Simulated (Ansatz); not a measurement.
Method: B3LYP-D3(BJ)/def2-TZVP run with Ansatz (a program for electronic structure). No frequencies were computed at this level.

Ansatz 0.2 input:
```yaml
crystal:
  periodic: [false, false, false]
  atoms:
    - { symbol: C, position_ang: [2.081454, -0.155028, -0.393232] }
    - { symbol: C, position_ang: [0.760664, -0.617966, 0.210044] }
    - { symbol: Si, position_ang: [-0.610366, 0.698721, 0.091112] }
    - { symbol: C, position_ang: [-2.202059, 0.018089, 0.869014] }
    - { symbol: H, position_ang: [2.443833, 0.735132, 0.115968] }
    - { symbol: H, position_ang: [2.843584, -0.928804, -0.309764] }
    - { symbol: H, position_ang: [1.957315, 0.087423, -1.446226] }
    - { symbol: H, position_ang: [0.926156, -0.889183, 1.254876] }
    - { symbol: H, position_ang: [0.443177, -1.532178, -0.295955] }
    - { symbol: H, position_ang: [-0.850793, 1.032881, -1.320206] }
    - { symbol: H, position_ang: [-0.189272, 1.913571, 0.803925] }
    - { symbol: H, position_ang: [-3.001929, 0.749598, 0.814826] }
    - { symbol: H, position_ang: [-2.058592, -0.233569, 1.915844] }
    - { symbol: H, position_ang: [-2.543165, -0.878686, 0.359887] }
basis:
  gaussian: { orbitals: def2-tzvp }
hamiltonian:
  xc: b3lyp
  dispersion: d3bj
relax:
  max_steps: 150
```

Output:

```
Functional definition: B3LYP
1241 factors; their error is unknown
mean field evaluation 1: about -11140.6411 eV, gradient 7.9e1 eV
mean field evaluation 2: about -11130.7772 eV, gradient 9.5e1 eV
mean field evaluation 4: about -11154.6208 eV, gradient 4.5e0 eV
mean field evaluation 8: about -11154.6713 eV, gradient 5.1e-2 eV
mean field evaluation 16: about -11154.6755 eV, gradient 5.4e-5 eV
mean field -11154.67552046 eV, -409.9267644664 hartree, gradient 5.4e-5 eV, S^2 0.000000; 0 other end points of the search recorded, 0 dependent functions left out
reference -11154.67582544 eV, -409.9267756739 hartree; 21, 21 occupied and 169, 169 virtual orbitals, 1241 factors
relax step   1: F+E_penalty+E_count = -11155.14419618 eV  Δ(F+E_penalty+E_count) = +0.000e0 eV  max|allowed force component| = 1.012e0 eV/Å  Δτ_max = 0.0000 Å  (28 SCF iters, accepted)
these checks for a lower state are left out or cut short: starts, cluster_reference, orbital_swaps, neighbouring_geometries, increment
1241 factors; their error is unknown
mean field -11154.70606904 eV, -409.9278871061 hartree, gradient 2.5e-5 eV, S^2 0.000000; 0 other end points of the search recorded, 0 dependent functions left out
reference -11154.70637432 eV, -409.9278983246 hartree; 21, 21 occupied and 169, 169 virtual orbitals, 1241 factors
relax step   2: F+E_penalty+E_count = -11155.17268318 eV  Δ(F+E_penalty+E_count) = -2.849e-2 eV  max|allowed force component| = 2.155e-1 eV/Å  Δτ_max = 0.0437 Å  (30 SCF iters, accepted)
these checks for a lower state are left out or cut short: starts, cluster_reference, orbital_swaps, neighbouring_geometries, increment
1241 factors; their error is unknown
mean field evaluation 32: about -11154.7083 eV, gradient 2.5e-5 eV
mean field -11154.70832629 eV, -409.9279700584 hartree, gradient 2.5e-5 eV, S^2 0.000000; 0 other end points of the search recorded, 0 dependent functions left out
reference -11154.70863104 eV, -409.9279812578 hartree; 21, 21 occupied and 169, 169 virtual orbitals, 1241 factors
relax step   3: F+E_penalty+E_count = -11155.17663086 eV  Δ(F+E_penalty+E_count) = -3.948e-3 eV  max|allowed force component| = 5.953e-2 eV/Å  Δτ_max = 0.0198 Å  (30 SCF iters, accepted)
these checks for a lower state are left out or cut short: starts, cluster_reference, orbital_swaps, neighbouring_geometries, increment
1241 factors; their error is unknown
mean field -11154.70832162 eV, -409.9279698868 hartree, gradient 2.5e-5 eV, S^2 0.000000; 0 other end points of the search recorded, 0 dependent functions left out
reference -11154.70862631 eV, -409.9279810840 hartree; 21, 21 occupied and 169, 169 virtual orbitals, 1241 factors
relax step   4: F+E_penalty+E_count = -11155.17681653 eV  Δ(F+E_penalty+E_count) = -1.857e-4 eV  max|allowed force component| = 1.440e-2 eV/Å  Δτ_max = 0.0021 Å  (31 SCF iters, accepted)
these checks for a lower state are left out or cut short: starts, cluster_reference, orbital_swaps, neighbouring_geometries, increment
1241 factors; their error is unknown
mean field -11154.70834925 eV, -409.9279709022 hartree, gradient 2.5e-5 eV, S^2 0.000000; 0 other end points of the search recorded, 0 dependent functions left out
reference -11154.70865395 eV, -409.9279820995 hartree; 21, 21 occupied and 169, 169 virtual orbitals, 1241 factors
relax step   5: F+E_penalty+E_count = -11155.17682998 eV  Δ(F+E_penalty+E_count) = -1.345e-5 eV  max|allowed force component| = 2.842e-3 eV/Å  Δτ_max = 0.0010 Å  (31 SCF iters, accepted)
1241 factors; their error is unknown
mean field evaluation 64: about -11154.7040 eV, gradient 1.3e-1 eV
mean field -11154.70834925 eV, -409.9279709022 hartree, gradient 2.5e-5 eV, S^2 0.000000; 1 other end points of the search recorded, 0 dependent functions left out
reference -11154.70865395 eV, -409.9279820995 hartree; 21, 21 occupied and 169, 169 virtual orbitals, 1241 factors
Total energy: -11155.17713467 eV, -409.9451984486 hartree
Atom 0 at     2.090189    -0.149471    -0.398256 Å, force     0.002842     0.001333    -0.001438 eV/Å
Atom 1 at     0.761795    -0.616350     0.209021 Å, force    -0.001509    -0.000515     0.000683 eV/Å
Atom 2 at    -0.616218     0.661028     0.108562 Å, force    -0.000370     0.000685    -0.000169 eV/Å
Atom 3 at    -2.208009     0.020373     0.869920 Å, force     0.002768     0.001020    -0.001285 eV/Å
Atom 4 at     2.464053     0.744363     0.105786 Å, force     0.000043    -0.000042    -0.000353 eV/Å
Atom 5 at     2.861826    -0.918353    -0.319779 Å, force    -0.000992     0.000152     0.000246 eV/Å
Atom 6 at     1.977564     0.096692    -1.456317 Å, force     0.000218     0.000191     0.000210 eV/Å
Atom 7 at     0.902861    -0.885360     1.261011 Å, force     0.000148    -0.000737     0.000207 eV/Å
Atom 8 at     0.419653    -1.528659    -0.290554 Å, force     0.000173    -0.000703     0.000290 eV/Å
Atom 9 at    -0.849199     1.018081    -1.316418 Å, force     0.000093    -0.000263     0.000373 eV/Å
Atom 10 at    -0.186769     1.899981     0.810632 Å, force    -0.000051    -0.000455    -0.000089 eV/Å
Atom 11 at    -3.002526     0.766324     0.808076 Å, force    -0.001046    -0.000075     0.000357 eV/Å
Atom 12 at    -2.063447    -0.229271     1.923207 Å, force    -0.001163    -0.000301     0.000472 eV/Å
Atom 13 at    -2.551766    -0.879377     0.355220 Å, force    -0.001156    -0.000291     0.000495 eV/Å
Dipole moment:    -0.012793    -0.155847     0.068600 e Å
```

Cost: about 40 core-seconds (a rough figure).
